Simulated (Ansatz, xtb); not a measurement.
Two isomers of C2H6N2Si3

Structure X is `N#C[SiH2][Si@@H]([SiH3])C#N`, a singlet and structure Y is `N#C[SiH2][SiH2][SiH2]C#N`, a singlet. Both are isolated molecules in the gas phase, relaxed with PBE-D3(BJ)/def2-SVP, each in the lowest conformer that the search found.

**Question.** Which of the two would you expect CCSD(T)/def2-SVP + ΔMP2/def2-TZVPP electronic energies to favour?

**Answer.** Too close to call at this level: CCSD(T)/def2-SVP + ΔMP2/def2-TZVPP gives E(Y) − E(X) = −0.54 kcal/mol.

The same difference at several levels:

```
                             level             geometry  E(Y) − E(X) (kcal/mol)  departure from the last row (kcal/mol)  job, with rough time for the two
               PBE-D3(BJ)/def2-SVP  PBE-D3(BJ)/def2-SVP                     −0.56                                   −0.01                optimisation, 59 s
                       HF/def2-SVP  PBE-D3(BJ)/def2-SVP                     −0.14                                   +0.40           part of the CCSD(T) run
                      MP2/def2-SVP  PBE-D3(BJ)/def2-SVP                     −0.68                                   −0.14           part of the CCSD(T) run
                  CCSD(T)/def2-SVP  PBE-D3(BJ)/def2-SVP                     −0.68                                   −0.14                      single point
CCSD(T)/def2-SVP + ΔMP2/def2-TZVPP  PBE-D3(BJ)/def2-SVP                     −0.54                                                        single point, 94 s
```

As drawn, both hold the same kinds of bond in the same numbers.

The largest departure from CCSD(T)/def2-SVP + ΔMP2/def2-TZVPP is that of HF/def2-SVP, 0.40 kcal/mol. Levels run at GFN2-xTB geometries aren't shown. The last row adds to CCSD(T) the change of the MP2 difference between the two basis sets, here +0.14 kcal/mol.

With thermal terms from frequencies at re-optimised GFN2-xTB minima (ideal gas, soft modes damped towards free rotors, one conformer each, 298.15 K, 1 atm): on the last row, ΔE + ΔZPE = −0.40, ΔH = −0.61, ΔG = +0.43 kcal/mol.

The correlated steps freeze 19 core orbitals. Mirror images aren't counted in ΔG. Programs: Ansatz 0.2.0, xtb 6.7.1; the last row on 2 threads of Intel(R) Xeon(R) Platinum 8259CL CPU @ 2.50GHz (Skylake/Cascade Lake) on a shared host.
